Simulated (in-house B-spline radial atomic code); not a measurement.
**The gallium ion Ga⁴⁺: [Ar] 3d9**

Level of theory: Dirac-Kohn-Sham BHandHLYP, spherical fractional occupations, exact exchange averaged over the configuration, Fermi nucleus of rms radius 3.9973 fm; calculated with a radial B-spline atomic code at the basis-set limit.

Effective charges: Z_r = [3n² - l(l+1)]/(2<r>) from the radius, Z_e = n√(-2ε) from the energy, and Slater's rules. Values are occupation-weighted means over j.

```csv
shell,electrons,ε (eV),<r> (bohr),Z_r,Z_e,Slater
1s,2,-10399,0.04859,30.87,27.65,30.70
2s,2,-1362.2,0.2172,27.63,20.01,26.85
2p,6,-1191.7,0.1906,26.24,18.72,26.85
3s,2,-221.82,0.6463,20.89,12.11,19.75
3p,6,-169.02,0.67,18.66,10.57,19.75
3d,9,-83.204,0.7409,14.17,7.42,10.20
```

The least bound orbital is 3d5/2 at -82.99 eV, and it is also the most diffuse (<r> = 0.7426 bohr).

Spin-orbit splittings of the orbital energies (j = l + 1/2 above j = l - 1/2 when positive): 2p 27.84 eV, 3p 3.832 eV, 3d 0.5291 eV.

For the 1s electron the small component carries 1.26 % of the norm, the zero-frequency Breit interaction raises the level by 14.63 eV, self-energy by 7.53 eV, and vacuum polarisation lowers it by 0.712 eV.
